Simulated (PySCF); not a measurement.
**Working out the ionisation energy of V**

V [Ar] 3d3 4s2 (4F) → V⁺ [Ar] 3d4 (5D). All numbers are calculated (PySCF 2.14, scalar relativity by spin-free X2C-1e, in x2c-SVPall (5s3p3d1f, 36 functions)). Frozen: [Ar]. Energies in hartree (1 hartree = 27.21139 eV):

```
             part    V (lower)   V⁺ (upper)
              UHF  -947.986442  -947.759755
MP2 opposite-spin    -0.024732     0.000000
    MP2 same-spin    -0.015513    -0.032682
```

Task: What does Hartree-Fock give?

Result: (-947.759755) − (-947.986442) = 0.226687 hartree = 6.168 eV.

Task: What do MP2 and SCS-MP2 (6/5 opposite-spin, 1/3 same-spin) give?

Result: The opposite-spin parts differ by 0.673 eV and the same-spin parts by -0.467 eV. MP2: 6.168 + (0.673) + (-0.467) = 6.374 eV. SCS-MP2: 6.168 + 1.2 × (0.673) + (-0.467)/3 = 6.820 eV.

Measured between the centres of the two terms (NIST): 6.732 eV, so MP2 (valence) is off by -0.358 eV.

A double-zeta basis recovers only part of the correlation energy.

What remains against the reference includes basis incompleteness, the frozen core and correlation beyond second order.
